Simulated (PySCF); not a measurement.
**EPR parameters of C3H12NSi3**

Species: C₃H₁₂NSi₃ (doublet state).
Z-matrix (Å and degrees, GFN2-xTB geometry), rows numbered from 1:
```
C 
Si  1  1.8939
C   2  1.9208  1  109.37
C   3  1.4384  2  113.86  1   177.96
N   4  1.2211  3  144.56  2   -16.32
Si  3  1.9353  2  118.11  1    60.01
Si  6  2.3079  3  101.49  2   162.92
H   1  1.0859  2  111.50  3    58.36
H   1  1.0856  2  111.29  3   -61.92
H   1  1.0851  2  110.80  3   178.14
H   2  1.4684  1  110.84  3   119.28
H   2  1.4699  1  110.59  3  -119.44
H   3  1.0933  2  109.14  1   -59.91
H   5  1.0224  4  126.42  3     7.89
H   6  1.4715  3  106.50  2   -70.59
H   6  1.4709  3  107.01  2    41.01
H   7  1.4736  6  110.30  3   161.40
H   7  1.4660  6  111.74  3    43.99
H   7  1.4619  6  113.81  3   -79.68
```

The hyperfine couplings belong to this conformer and change with its torsions.

As a line formula: `[H]/N=[C]\[C@@H]([SiH2]C)[SiH2][SiH3]` [radical].

Theory: UKS B3LYP, pcH-1 on C H N Si, non-relativistic, mean-field spin-orbit, GIAO (PySCF 2.14.0). Geometry: GFN2-xTB, one conformer, isolated molecule. The geometry wasn't refined by DFT: couplings that depend on bond lengths, twists or pyramidal angles can differ widely from those at the functional's own minimum. The SCF solution wasn't tested for stability.

| Quantity | Value |
| --- | --- |
| g1, g2, g3 | 1.99987, 2.00211, 2.00345 |
| g_iso | 2.00181 |
| Form of g | rhombic: the two nearest values differ by 37 % of g3 − g1 |
| ⟨S²⟩ | 0.7537 (exact 0.7500) |
| HOMO–LUMO gap, α and β orbitals | 4.36, 6.07 eV |
| Basis functions | 325 |

Isotropic coupling and dipolar principal values T1 to T3, in MHz; ρ(0) is the spin density at the nucleus:

| atom | isotope | a_iso | of which spin–orbit | T1 | T2 | T3 | Mulliken spin population | ρ(0) (bohr⁻³) |
| --- | --- | --- | --- | --- | --- | --- | --- | --- |
| C1 | 13C | 7.4 | 0.0 | -0.9 | -0.9 | 1.8 | 0.00 | 0.0066 |
| Si2 | 29Si | -52.6 | 0.1 | -17.8 | 8.8 | 9.0 | 0.07 | 0.0593 |
| C3 | 13C | 76.0 | 0.0 | -8.5 | -8.2 | 16.7 | -0.01 | 0.0676 |
| C4 | 13C | 340.0 | -0.2 | -54.2 | -48.3 | 102.5 | 0.67 | 0.3026 |
| N5 | 14N | 125.1 | 0.0 | -8.4 | -4.8 | 13.2 | 0.11 | 0.3873 |
| Si6 | 29Si | -25.9 | 0.0 | -2.0 | 0.6 | 1.4 | 0.01 | 0.0292 |
| Si7 | 29Si | 3.7 | 0.0 | -0.8 | 0.3 | 0.5 | 0.01 | -0.0042 |
| H8 | 1H | 0.4 | 0.0 | -1.2 | -0.6 | 1.8 | 0.00 | 0.0001 |
| H9 | 1H | 0.4 | 0.0 | -1.2 | -0.6 | 1.9 | 0.00 | 0.0001 |
| H10 | 1H | 10.8 | 0.0 | -1.0 | -0.3 | 1.3 | 0.00 | 0.0024 |
| H11 | 1H | 0.8 | 0.0 | -2.1 | -0.6 | 2.8 | 0.00 | 0.0002 |
| H12 | 1H | -0.8 | 0.0 | -1.9 | -0.9 | 2.8 | 0.00 | -0.0002 |
| H13 | 1H | 16.2 | 0.0 | -7.0 | -5.0 | 12.1 | 0.00 | 0.0036 |
| H14 | 1H | 230.8 | 0.0 | -7.6 | -3.8 | 11.4 | 0.11 | 0.0516 |
| H15 | 1H | 3.1 | 0.0 | -1.5 | -0.8 | 2.3 | 0.00 | 0.0007 |
| H16 | 1H | -1.2 | 0.0 | -1.7 | -1.4 | 3.0 | 0.00 | -0.0003 |
| H17 | 1H | 20.4 | 0.0 | -1.0 | -0.9 | 1.9 | 0.01 | 0.0046 |
| H18 | 1H | 10.9 | 0.0 | -2.9 | -2.3 | 5.2 | 0.00 | 0.0024 |
| H19 | 1H | 11.9 | 0.0 | -2.8 | -2.0 | 4.9 | 0.00 | 0.0027 |

The Mulliken spin populations are largest on C4 (+0.67), H14 (+0.11), N5 (+0.11) and Si2 (+0.07). No atom but C4 exceeds +0.15.

Axes: g1 points within 3° of the C4–N5 bond.

Under fast tumbling the dipolar parts average out, and these isotropic splittings remain (the largest six): 1 × 1H (H14, I = 1/2, 2 lines) with 8.24 mT, 1 × 14N (N5, I = 1, 3 lines) with 4.46 mT, 1 × 1H (H13, I = 1/2, 2 lines) with 0.58 mT, 3 × 1H (H17/H18/H19, I = 1/2, 4 lines) with 0.51 mT, 3 × 1H (H8/H9/H10, I = 1/2, 4 lines) with 0.14 mT and 1 × 1H (H15, I = 1/2, 2 lines) with 0.11 mT.

Means are taken over nuclei equivalent by connectivity, which assumes that they swap fast. The three 1H nuclei of mean +3.9 MHz run from 0.4 to 10.8 MHz in the frozen geometry. The three 1H nuclei of mean +14.4 MHz run from 10.9 to 20.4 MHz in the frozen geometry.

The 13C coupling of C4 (340.0 MHz) shows only in satellite lines or after enrichment, since that isotope makes up about 1.07 % of natural carbon.

The 29Si coupling of Si2 (-52.6 MHz) shows only in satellite lines or after enrichment, since that isotope makes up about 4.7 % of natural silicon.

The spin density at the nucleus, in bohr⁻³, is negative for Si7 (-0.0042), for instance. A restricted open-shell determinant has no negative spin density anywhere; here it arises because α and β orbitals differ (spin polarisation).
